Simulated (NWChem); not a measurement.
System: H$_{2}$ cation, doublet

NWChem input:

```
start job
memory heap 200 mb stack 900 mb global 1100 mb
charge 1
geometry units angstroms
  H      0.000000     0.000000    -0.564879
  H      0.000000     0.000000     0.564879
end
basis spherical
  H library def2-qzvp
end
dft
  odft
  mult 2
  xc xpbe96 cpbe96
  iterations 150
end
driver
  maxiter 120
end
task dft optimize
task dft freq
```

NWChem printed, in part:

```
             Northwest Computational Chemistry Package (NWChem) 7.3.0
             --------------------------------------------------------

 ORDER OF PRIMARY AXIS IS BEING SET TO 4
 D4H symmetry detected

                             Geometry "geometry" -> ""
                             -------------------------

 Output coordinates in angstroms (scale by  1.889725989 to convert to a.u.)

  No.       Tag          Charge          X              Y              Z
 ---- ---------------- ---------- -------------- -------------- --------------
    1 H                    1.0000     0.00000000     0.00000000    -0.56487900
    2 H                    1.0000     0.00000000     0.00000000     0.56487900

 Effective nuclear repulsion energy (a.u.)       0.4683987624

      Symmetry information
      --------------------

 Group name             D4h
 Group number             28
 Group order              16
 No. of unique centers     1

                                Z-matrix (autoz)
                                --------

 Units are Angstrom for bonds and degrees for angles

      Type          Name      I     J     K     L     M      Value
      ----------- --------  ----- ----- ----- ----- ----- ----------
    1 Stretch                  1     2                       1.12976

  pbe96 is a nonlocal functional; adding pw91lda local functional.

                           NWChem Geometry Optimization
                           ----------------------------

 maximum gradient threshold         (gmax) =   0.000450
 rms gradient threshold             (grms) =   0.000300
 maximum cartesian step threshold   (xmax) =   0.001800
 rms cartesian step threshold       (xrms) =   0.001200
 fixed trust radius                (trust) =   0.300000
 source of zmatrix                         =   autoz

          -------------------
          Energy Minimization
          -------------------

 Using diagonal initial Hessian
 Scaling for Hessian diagonals: bonds = 1.00  angles = 0.25  torsions = 0.10

          --------
          Step   0

                                 NWChem DFT Module
                                 -----------------

 Summary of "ao basis" -> "ao basis" (spherical)
 ------------------------------------------------------------------------------
       Tag                 Description            Shells   Functions and Types
 ---------------- ------------------------------  ------  ---------------------
 H                         def2-qzvp                10       30   4s3p2d1f

      Symmetry analysis of basis
      --------------------------

        a1g        10
        a1u         0
        a2g         0
        a2u        10
        b1g         3
        b1u         3
        b2g         3
        b2u         3
        eg         14
        eu         14

            General Information
            -------------------
          SCF calculation type: DFT
          Wavefunction type:  spin polarized.
          No. of atoms     :     2
          No. of electrons :     1
           Alpha electrons :     1
            Beta electrons :     0
          Charge           :     1
          Spin multiplicity:     2
          Use of symmetry is: on ; symmetry adaption is: on
          Maximum number of iterations: 150
          AO basis - number of functions:    60
                     number of shells:    20
          Convergence on energy requested:  1.00D-06
          Convergence on density requested:  1.00D-05
          Convergence on gradient requested:  5.00D-04

              XC Information
              --------------
          PerdewBurkeErnzerhof Exchange Functional  1.000
            Perdew 1991 LDA Correlation Functional  1.000 local
           PerdewBurkeErnz. Correlation Functional  1.000 non-local

             Grid Information
             ----------------
          Grid used for XC integration:  medium
          Radial quadrature: Mura-Knowles
          Angular quadrature: Lebedev.
          Tag              B.-S. Rad. Rad. Pts. Rad. Cut. Ang. Pts.
          ---              ---------- --------- --------- ---------
          H                   0.35       45           7.0       434
          Grid pruning is: on
          Number of quadrature shells:    45
          Spatial weights used:  Erf1

      Superposition of Atomic Density Guess
      -------------------------------------

 Sum of atomic energies:          -0.99996579

 Renormalizing density from       2.00 to      1

      Non-variational initial energy
      ------------------------------

 Total energy =      -0.479454
 1-e energy   =      -0.947853
 2-e energy   =       0.000000
 HOMO         =      -1.070105
 LUMO         =      -0.675957

   Symmetry analysis of molecular orbitals - initial alpha
   -------------------------------------------------------

 !! scf_movecs_sym_adapt:   12 vectors were symmetry contaminated

  Symmetry fudging

 !! scf_movecs_sym_adapt:   12 vectors were symmetry contaminated

  Numbering of irreducible representations:

     1 a1g         2 a1u         3 a2g         4 a2u         5 b1g
     6 b1u         7 b2g         8 b2u         9 eg         10 eu

  Orbital symmetries:

     1 a1g         2 a2u         3 a1g         4 eu          5 eu
     6 a2u         7 a1g         8 eg          9 eg         10 a1g
    11 a2u

   Symmetry analysis of molecular orbitals - initial beta
   ------------------------------------------------------

[...]

      ----------------------
      Optimization converged
      ----------------------

  Step       Energy      Delta E   Gmax     Grms     Xrms     Xmax
  ---- ---------------- -------- -------- -------- -------- --------
@    1      -0.61001919 -1.1D-07  0.00006  0.00006  0.00029  0.00051
                                     ok       ok       ok       ok

                                Z-matrix (autoz)
                                --------

 Units are Angstrom for bonds and degrees for angles

      Type          Name      I     J     K     L     M      Value     Gradient
      ----------- --------  ----- ----- ----- ----- ----- ---------- ----------
    1 Stretch                  1     2                       1.13030   -0.00006

                         Geometry "geometry" -> "geometry"
                         ---------------------------------

 Output coordinates in angstroms (scale by  1.889725989 to convert to a.u.)

  No.       Tag          Charge          X              Y              Z
 ---- ---------------- ---------- -------------- -------------- --------------
    1 H                    1.0000     0.00000000     0.00000000    -0.56514847
    2 H                    1.0000     0.00000000     0.00000000     0.56514847

 Effective nuclear repulsion energy (a.u.)       0.4681754273

      Symmetry information
      --------------------

 Group name             D4h
 Group number             28
 Group order              16
 No. of unique centers     1

                Final and change from initial internal coordinates
                --------------------------------------------------

                                Z-matrix (autoz)
                                --------

 Units are Angstrom for bonds and degrees for angles

      Type          Name      I     J     K     L     M      Value       Change
      ----------- --------  ----- ----- ----- ----- ----- ---------- ----------
    1 Stretch                  1     2                       1.13030    0.00054

[second-derivative integrals and response iterations left out]

  Vibrational analysis via the FX method

  See chapter 2 in "Molecular Vibrations" by Wilson, Decius and Cross

  Vib: Default input used

 ---------------------------- Atom information ----------------------------
     atom    #        X              Y              Z            mass
 --------------------------------------------------------------------------
    H        1  0.0000000D+00  0.0000000D+00 -1.0679757D+00  1.0078250D+00
    H        2  0.0000000D+00  0.0000000D+00  1.0679757D+00  1.0078250D+00
 --------------------------------------------------------------------------

[unprojected Hessian and modes left out]

[...]

 Rotational Constants
 --------------------
 A=   0.000000 cm-1  (  0.000000 K)
 B=  26.185439 cm-1  ( 37.674164 K)
 C=  26.185439 cm-1  ( 37.674164 K)

 Temperature                      =   298.15K
 frequency scaling parameter      =   1.0000

 Linear Molecule

 Zero-Point correction to Energy  =    2.740 kcal/mol  (  0.004367 au)
 Thermal correction to Energy     =    4.221 kcal/mol  (  0.006727 au)
 Thermal correction to Enthalpy   =    4.813 kcal/mol  (  0.007671 au)

 Total Entropy                    =   32.788 cal/mol-K
   - Translational                =   28.068 cal/mol-K (mol. weight =   2.0156)
   - Rotational                   =    4.719 cal/mol-K (symmetry #  =        2)
   - Vibrational                  =    0.002 cal/mol-K

 Cv (constant volume heat capacity) =    4.982 cal/mol-K
   - Translational                  =    2.979 cal/mol-K
   - Rotational                     =    1.986 cal/mol-K
   - Vibrational                    =    0.016 cal/mol-K

[normal modes left out]

 ----------------------------------------------------------------------------
 Normal Eigenvalue ||           Projected Infra Red Intensities
  Mode   [cm**-1]  || [atomic units] [(debye/angs)**2] [(KM/mol)] [arbitrary]
 ------ ---------- || -------------- ----------------- ---------- -----------
    1        0.000 ||    0.248059           5.723       241.820      10.000
    2        0.000 ||    0.248059           5.723       241.820      10.000
    3        0.000 ||    0.248059           5.723       241.820      10.000
    4        0.000 ||    0.248059           5.723       241.820      10.000
    5        0.000 ||    0.496118          11.446       483.640      20.000
    6     1917.636 ||    0.000000           0.000         0.000       0.000
 ----------------------------------------------------------------------------
```

Level: PBE/def2-QZVP, spin-unrestricted. No stability test was run on the SCF state.
